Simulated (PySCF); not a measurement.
Identify the unknown among the candidates.

All candidates are C8H11N.

- NMR, other nuclei: isotropic shieldings of nuclei other than C and H, by class: -85 (1 N) ppm [GIAO PBE0/pcSseg-1]
- 13C NMR: chemical shifts (computed TMS as zero) by class: 158.3 (1 C), 156.0 (2 C), 128.0 (2 C), 44.2 (1 C), 34.3 (1 C), 17.9 (1 C) ppm [GIAO PBE0/pcSseg-1]
- Rotational structure: rotational constants A, B, C: 4.570, 0.871, 0.786 GHz [GFN2-xTB]
- 1H NMR: chemical shifts (computed TMS as zero) by class: 8.88 (2 H), 7.21 (2 H), 2.51 (2 H), 1.51 (2 H), 1.18 (3 H) ppm [GIAO PBE0/pcSseg-1]
- Dipole: 2.84 D [PBE0/pcSseg-1]

Gas-phase values; electronic properties from PySCF, density fitting. Levels stand in brackets. Isolated species at its GFN2-xTB geometry (one conformer only). Each NMR value is the plain mean over a class of atoms that symmetry, rotation or inversion makes alike.

Question: Which candidate is it?
A. `CCCc1ccncc1`
B. `CNc1ccccc1C`
C. `C#C[C@@H]1C[C@@H]2CC[C@H]1N2`

Answer: A. It is `CCCc1ccncc1`. Numbering: `[CH3:1][CH2:2][CH2:3][c:4]1[cH:5][cH:6][n:7][cH:8][cH:9]1`. Its formula, C8H11N, gives 4 degrees of unsaturation: 1 ring and 3 π bonds in the structure found (Kekulé form). 8 carbons fall into 6 classes; from least to most shielded: substituted aromatic carbon [C4] (158.3 ppm), aromatic CH next to a ring nitrogen [C6/C8] (156.0 ppm, 2 C), aromatic CH carbon [C5/C9] (128.0 ppm, 2 C), benzylic-type carbon [C3] (44.2 ppm), chain CH2 carbon [C2] (34.3 ppm), methyl carbon [C1] (17.9 ppm). Hydrogen classes from least to most shielded: 2 H on 2 like atoms (aromatic CH next to a ring nitrogen), C6/C8 (8.88 ppm), 2 H on 2 aromatic CH carbons, C5/C9 (7.21 ppm), 2 H on a benzylic-type carbon, C3 (2.51 ppm), 2 H on a chain CH2 carbon, C2 (1.51 ppm), 3 H on a methyl carbon, C1 (1.18 ppm). The other shieldings belong to: -85 ppm, pyridine-type nitrogen [N7]. The optimised geometry has point group Cs and is an asymmetric top.

The others, at the same levels:
- `C#C[C@@H]1C[C@@H]2CC[C@H]1N2` fails: it has 8 carbon classes against 6; its computed 13C shifts are 93.0 (1 C), 76.1 (1 C), 63.6 (1 C), 60.2 (1 C), 42.4 (1 C), 34.7 (1 C), 33.2 (1 C), 29.4 (1 C) ppm, 1H shifts are 3.51 (1 H), 3.44 (1 H), 2.79 (1 H), 2.55 (1 H), 2.13 (1 H), 1.49 (1 H), 1.47 (1 H), 1.38 (1 H), 1.26 (1 H), 1.08 (1 H), 0.55 (1 H) ppm and rotational constant A is 3.079 GHz (against 4.570 GHz).
- `CNc1ccccc1C` fails: it has 8 carbon classes against 6; its computed 13C shifts are 151.5 (1 C), 135.7 (1 C), 133.2 (1 C), 124.9 (1 C), 121.9 (1 C), 112.0 (1 C), 32.3 (1 C), 20.3 (1 C) ppm, 1H shifts are 7.45 (1 H), 7.37 (1 H), 6.93 (1 H), 6.62 (1 H), 3.00 (3 H), 2.91 (1 H), 2.16 (3 H) ppm and rotational constant A is 2.486 GHz (against 4.570 GHz).

Each candidate is one conformer, not necessarily the lowest. The conformers computed, where there is a choice (atom-mapped SMILES and torsion angles):
- `[CH3:1][CH2:2][CH2:3][c:4]1[cH:5][cH:6][n:7][cH:8][cH:9]1`: C1–C2–C3–C4 180°, C2–C3–C4–C5 89°
- `[CH3:1][NH:2][c:3]1[cH:4][cH:5][cH:6][cH:7][c:8]1[CH3:9]`: C1–N2–C3–C4 -14°

The conformers of `C#C[C@@H]1C[C@@H]2CC[C@H]1N2` aren't listed.
